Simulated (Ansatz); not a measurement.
Cost and result up the ladder for the cluster Sr4O4 (8 atoms). Charge 0, multiplicity 1. Geometry: PBE-D4/def2-SVP.

Cartesian coordinates in Å:
```
Sr -0.926 -2.071 -1.730
Sr -0.459 -1.509 2.372
Sr 2.152 1.492 1.137
Sr -0.769 2.095 -1.779
O 0.931 2.418 -0.431
O -1.139 0.016 -2.368
O -0.946 -2.413 0.435
O 1.157 -0.028 2.363
```

Ansatz on 4 threads of Arm Neoverse V1 on a shared host. Times are rough, and most runs start from the orbitals of an earlier one. ωB97M-V/def2-TZVP serves as the yardstick here, not as an exact answer. Differences are given only for rows in sets of like size (and for xTB, whose basis is part of the method), since another set adds its own error. Binding counts from free atoms at the same level (Sr singlet, O triplet; other spins of the atoms weren't run), without zero-point energy or a counterpoise term.

In the def2 sets Sr takes a core potential; there is no spin–orbit coupling. Correlated methods freeze 4 core orbitals; core or outer-core shells of Sr are correlated, in sets that lack core-valence functions. The rows differ in basis, and correlated rows in double-zeta sets carry the largest basis error. Another isomer (singlet) lies 0.41 eV lower at PBE0-D4/def2-TZVP; other spin states weren't run for this one.

Correlated methods converge slowly with the basis, most of all in double-zeta sets.

```
                         level  functions  wall time  binding energy per atom (eV)  difference from ωB97M-V/def2-TZVP (eV)           remarks
PBE-D4/def2-TZVP (with forces)        256        6 s                          3.78                                    0.30                 –
             PBE0-D4/def2-TZVP        256        8 s                          3.50                                    0.02                 –
           r2SCAN-D4/def2-TZVP        256       10 s                          3.75                                    0.27                 –
          r2SCAN0-D4/def2-TZVP        256       13 s                          3.46                                   -0.02                 –
             ωB97M-V/def2-TZVP        256       25 s                          3.48                                    0.00                 –
              CCSD(T)/def2-SVP        148    2.2 min                          3.13                                       –  large T1 (0.026)
```
